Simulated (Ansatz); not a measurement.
NiNO5H13⁺, that is [Ni(NH3)(H2O)5]2+ with one electron more. Total charge 1; doublet. Geometry r2SCAN-D4/def2-SVP, that of the charge +2 triplet; atoms count from 1.

```xyz
20

Ni    0.0076    0.0035   -0.0002
N    -1.7182   -0.6972   -0.8922
H    -1.6228   -0.9300   -1.8866
H    -2.4940   -0.0270   -0.8533
H    -2.0815   -1.5581   -0.4687
O     1.7463    0.6875    0.9109
H     1.9430    1.5965    1.1869
H     2.5182    0.1436    1.1344
O     0.9450   -1.8391    0.0186
H     1.3665   -2.2538   -0.7508
H     0.7819   -2.5496    0.6590
O    -0.6563    1.9593    0.1226
H    -0.6342    2.6196   -0.5879
H    -1.2207    2.3248    0.8219
O    -0.6917   -0.3392    1.9166
H    -1.5400   -0.6488    2.2708
H    -0.1285   -0.1487    2.6836
O     0.9545    0.4306   -1.7893
H     1.8554    0.7915   -1.7798
H     0.6694    0.4348   -2.7164
```

(1) Estimate the Mulliken populations from the PBE0/def2-TZVP orbitals of Ansatz.

(2) Where does the spin sit?

(3) And the Mayer bond orders between heavy atoms (over 0.3)?

Results:

(1) 
| atom | charge (e) | spin (α − β) | d electrons |
| --- | --- | --- | --- |
| Ni1 | 0.51 | 0.96 | 8.99 |
| N2 | -0.63 | 0.03 | – |
| H3 | 0.26 | 0.00 | – |
| H4 | 0.27 | 0.00 | – |
| H5 | 0.27 | 0.00 | – |
| O6 | -0.63 | 0.01 | – |
| H7 | 0.36 | 0.00 | – |
| H8 | 0.36 | 0.00 | – |
| O9 | -0.62 | 0.00 | – |
| H10 | 0.35 | 0.00 | – |
| H11 | 0.34 | 0.00 | – |
| O12 | -0.62 | 0.00 | – |
| H13 | 0.34 | 0.00 | – |
| H14 | 0.34 | 0.00 | – |
| O15 | -0.61 | 0.01 | – |
| H16 | 0.33 | -0.01 | – |
| H17 | 0.34 | -0.01 | – |
| O18 | -0.61 | 0.01 | – |
| H19 | 0.34 | -0.01 | – |
| H20 | 0.33 | -0.01 | – |
Mulliken values depend strongly on the basis.

(2) Summed by element: Ni 0.96, N 0.03, H -0.02, O 0.03, of 1 unpaired in all. Largest on single atoms: Ni1 0.96, N2 0.03, H20 -0.01.

(3) Ni1–N2 0.31 (2.07 Å).
